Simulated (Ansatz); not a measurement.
Input for Ansatz (development build ahead of 0.2.0):

```yaml
crystal:
  periodic: [false, false, false]
  atoms:
    - { symbol: Ga, position_ang: [0.0, 0.0, 0.0] }
    - { symbol: O, position_ang: [0.0, 0.0, 5.264] }
    - { symbol: S, position_ang: [0.0, 4.869, -4.0856] }
basis:
  gaussian: { orbitals: pcseg-2 }
magnetization:
  initial_magnetization: 3
hamiltonian:
  xc: pbe
```

The input is written out in the form of the current development build from the run's settings.

The run gave:

```
Converged                       : yes
Total energy                    : -2397.54074 hartree
Spin squared of the determinant : 3.750
Stability test                  : minimum among restricted orbitals
```

Caution: charge can spread falsely over distant fragments; other spin multiplicities may lie lower.
